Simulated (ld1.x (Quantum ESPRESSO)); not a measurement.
**Varying the TM potential for selenium (Se)**

Base potential:

* Element: Se
* Generator: ld1.x (Quantum ESPRESSO) 7.5
* Type: norm-conserving Troullier–Martins (Kleinman–Bylander form)
* Functional: Wu–Cohen
* Relativity: scalar-relativistic
* Frozen core: [Ar] 3d10
* Valence charge: 6
* Reference configuration: 4s2 4p4
* Partial waves: 4s (bound): rc 1.55 bohr; 4p (bound): rc 1.95 bohr; 4d channel at 0.3 Ry: rc 1.50 bohr
* Local potential: all-electron potential smoothed inside 1.25 bohr (lloc = -2)
* Core correction: a·sin(br)/r model core, default radius (core density twice the valence density)

Cutoffs, loose and tight: the cutoffs (Ry, on a coarse ladder) from which the occupation-weighted sum of valence levels, in a spherical-Bessel basis at the reference potential, stays within 10 and 1 mRy of its value at 400 Ry. They do not see the model core or the augmentation charge, which bear on the density cutoff. Test errors are all-electron minus pseudo excitation energies from the reference, over the configurations 4s2 4p3; 4s2 4p2; 4s2 4p1; 4s2 4p4.3; 4s2 4p3.5; 4s1 4p4; 4s0 4p6. A dash means not determined; rows that change the core or the reference have their own tests. The largest error is taken over the tests solved by every variant that gives reliable tests at all: 4s0 4p6; 4s1 4p4; 4s2 4p2; 4s2 4p3; 4s2 4p3.5; 4s2 4p4.3.

A true bound ghost makes a file unfit for plane-wave use even where its test errors are small: the radial tests pick states by their node count and pass the ghost by. Where a test does run into it, the solver fails or the error is huge.

The default core radius of the base comes out at 1.15 bohr.

```tsv
change	outcome	cutoff, loose	cutoff, tight	bound ghosts	largest test error (meV)
base	generated	40 Ry	55 Ry	d	-15
wave 4d channel at 0.3 Ry: rc 1.50 bohr becomes 4d channel at 0.3 Ry: rc 1.48 bohr	generated	40 Ry	55 Ry	d	-15
type PAW; waves now 4s (bound): rcut 1.35, rcutus 1.55 bohr; 4s channel at 1.3 Ry: rcut 1.35, rcutus 1.55 bohr; 4p (bound): rcut 1.70, rcutus 1.95 bohr; 4p channel at 0.25 Ry: rcut 1.70, rcutus 1.95 bohr; 4d channel at 0.3 Ry: rcut 1.30, rcutus 1.50 bohr; 4d channel at 2 Ry: rcut 1.30, rcutus 1.50 bohr; local potential all-electron potential smoothed inside 1.15 bohr (lloc = -2); augmentation PSQ, inside the norm-conserving radii	generated	15 Ry	25 Ry	d	-28
wave 4d channel at 0.3 Ry: rc 1.50 bohr becomes 4d channel at -0.05 Ry: rc 1.50 bohr	generated	40 Ry	55 Ry	d	-15
local potential all-electron potential smoothed inside 2.10 bohr (lloc = -2)	generated	40 Ry	55 Ry	p, d	-96
local potential all-electron potential smoothed inside 1.20 bohr (lloc = -1)	generated	40 Ry	55 Ry	s	-20
core correction a·sin(br)/r model core inside 1.00 bohr	generated	40 Ry	55 Ry	d	-16
```

(1) What comes out with this change to the base: wave 4s (bound): rc 1.55 bohr becomes 4s (bound): rc 1.02 bohr?

(2) What comes out with this change to the base: reference 4s1 4p5?

Answers

(1) outcome: generated; cutoff, loose: 180 Ry; cutoff, tight: over 300 Ry; bound ghosts: d; largest test error (meV): -58.

(2) outcome: generated; cutoff, loose: 25 Ry; cutoff, tight: 50 Ry; bound ghosts: d; largest test error (meV): -4.2.
